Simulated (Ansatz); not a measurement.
Relaxation of ClF3HOZr (7 atoms, charge 0, multiplicity 2), to a largest force component of 0.03 eV/Å in at most 50 steps.

The calculation used UKS PBE/def2-SVP in Ansatz.

```xyz
7
Properties=species:S:1:pos:R:3
Zr -0.010 0.074 0.631
Cl 0.196 -1.833 2.294
F 1.730 0.369 -0.076
O -1.223 1.439 -0.064
H -1.859 2.088 -0.401
F -0.726 -1.429 -0.419
F -0.082 0.824 2.456
```

Task: Where does it end, and by what steps?

Result: It converged. After 10 steps the energy has fallen by 0.182 eV; F7 moved furthest, 0.66 Å.

| step | energy less start (eV) | largest force component (eV/Å) | accepted |
| --- | --- | --- | --- |
| 0 | 0.0000 | 0.727 | yes |
| 1 | -0.0468 | 0.439 | yes |
| 2 | -0.1210 | 0.215 | yes |
| 3 | -0.0512 | 0.991 | no |
| 4 | -0.1477 | 0.068 | yes |
| 5 | -0.1602 | 0.110 | yes |
| 6 | -0.1722 | 0.200 | yes |
| 7 | -0.1774 | 0.215 | yes |
| 8 | -0.1781 | 0.289 | yes |
| 9 | -0.1818 | 0.034 | yes |
| 10 | -0.1820 | 0.017 | yes |

```xyz
7
Properties=species:S:1:pos:R:3
Zr -0.134 0.036 0.508
Cl 0.768 -1.598 2.509
F 1.658 0.324 -0.098
O -1.099 1.541 -0.171
H -1.653 2.302 -0.395
F -0.943 -1.456 -0.379
F -0.571 0.382 2.447
```

Whether the end is a true minimum wasn't checked by a vibrational analysis.

The run took 13 s on 4 threads of AMD EPYC 9R45 96-Core Processor (Zen 5) (shared host), peak memory 0.25 GiB.
